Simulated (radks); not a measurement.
Q: The mean radii <r> (bohr) of the occupied orbitals of an atom or ion are listed with their occupations. Method: scalar-relativistic Kohn-Sham, PBE, spin-polarised, spherical densities, point nucleus; computed with a radial shooting solver on a logarithmic mesh with Libxc functionals.

orbital  occ.      <r>
1s up       1  0.04149
1s down     1  0.04149
2s up       1   0.1835
2s down     1   0.1835
2p up       3   0.1601
2p down     3   0.1601
3s up       1   0.5302
3s down     1   0.5301
3p up       3   0.5404
3p down     3   0.5402
3d up       5   0.5553
3d down     5   0.5539
4s up       1    1.502
4s down     1    1.501
4p up       3    1.733
4p down     1    1.748
5f up       1    14.15

Name the element and its charge. Open shells, if any, are filled with parallel spins first.

A: Z = 36, krypton, charge +1: Kr+ in [Ar] 3d10 4s2 4p4 5f1. The 1s radius gives Z: for a bare nucleus <r> = (2 gamma + 1)/(2Z) with gamma = sqrt(1 - (Z/c)^2), 0.04069 bohr for Z = 36, and screening makes it slightly larger (0.04149 here). The occupations add up to 35, and the charge is Z minus that.
